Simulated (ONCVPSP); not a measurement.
Before and after: ONCV potential for iridium (Ir)

ONCVPSP 4.0.1 input, shortened (lines: element, Z, core and valence counts, functional; n l f; lmax; l rc ep ncon nbas qcut; lloc lpopt rc5 dvloc0; l nproj debl; icmod fcfact rcfact), LDA (Perdew-Wang 92), scalar-relativistic:

```
  Ir 77.00   10    4  -001012      upf
    1    0    2.00
    2    0    2.00
    2    1    6.00
    3    0    2.00
    3    1    6.00
    3    2   10.00
    4    0    2.00
    4    1    6.00
    4    2   10.00
    4    3   14.00
    5    0    2.00
    5    1    6.00
    5    2    8.00
    6    0    1.00
    3
    0    1.55    0.00    3    7    8.70
    1    1.90    0.00    4    7    5.80
    2    2.30    0.00    3    8    6.80
    3    2.25    0.08    4    8    5.40
    4    3    1.50    6.00
    0    2    2.20
    1    2    2.10
    2    2    3.00
    3    1    1.30
    0    0.00    0.00
```

All-electron outer shells of the reference configuration (LDA (PZ), scalar-relativistic, ld1.x):

| shell | level (eV) | outermost node (bohr) | outermost maximum (bohr) |
| --- | --- | --- | --- |
| 5s | -95.78 | 0.50 | 0.89 |
| 4f | -59.94 | – | 0.39 |
| 5p | -52.56 | 0.54 | 1.01 |
| 6s | -5.84 | 1.17 | 2.44 |
| 5d | -5.65 | 0.59 | 1.31 |

Change: p: rc 1.4; local potential polynomial inside 1.40 bohr (lpopt 3, dvloc0 6 Ha).

Cutoffs: the cutoffs (Ha) at which the residual kinetic energy of the hardest occupied pseudo-wave falls to 1 and 0.1 mHa per electron; they do not see the model core or the augmentation charge, which bear on the density cutoff. Errors are all-electron minus pseudo energies relative to the spin-unpolarised reference configuration.

Task: How do hardness, ghosts and transferability respond?

Result: The potential gets harder (26 Ha and 30 Ha → 61 Ha and 77 Ha); the bound ghost in s disappears; the errors of the 4 common tests hardly move. A smaller radius makes the pseudo-wave follow the all-electron one further in, where it bends more sharply, so more plane waves are needed.

| quantity | base | changed |
| --- | --- | --- |
| cutoff, loose | 26 Ha | 61 Ha |
| cutoff, tight | 30 Ha | 77 Ha |
| loose cutoff by channel | s 26 Ha, p 14 Ha, d 15 Ha | s 26 Ha, p 61 Ha, d 15 Ha |
| bound ghosts | s | none |
| GHOST(+) flags under 300 eV | none | none |
| error for 5s2 5p6 5d7 6s2, meV [ΔE 0.28 eV] | +8.5 | +8.5 |
| error for 5s2 5p6 5d7 6s1, meV [ΔE 10.46 eV] | +2.5 | +2.6 |
| error for 5s2 5p6 5d7 6s0, meV [ΔE 28.30 eV] | -5.1 | -5.1 |
| error for 5s2 5p6 5d7 6s1.5, meV [ΔE 4.46 eV] | +5.7 | +5.7 |
| s: phases at 1.58 bohr within 0.05 rad from the reference energy up to (Ha; the scan ends near 5) | to the end of the scan | to the end of the scan |
| d: phases at 2.33 bohr within 0.05 rad from the reference energy up to (Ha; the scan ends near 5) | to the end of the scan | to the end of the scan |
| f: phases at 2.29 bohr within 0.05 rad from the reference energy up to (Ha; the scan ends near 5) | 2.0 | 2.7 |

 A true bound ghost makes a file unfit for plane-wave use even where its test errors are small: the radial tests pick states by their node count and pass the ghost by.
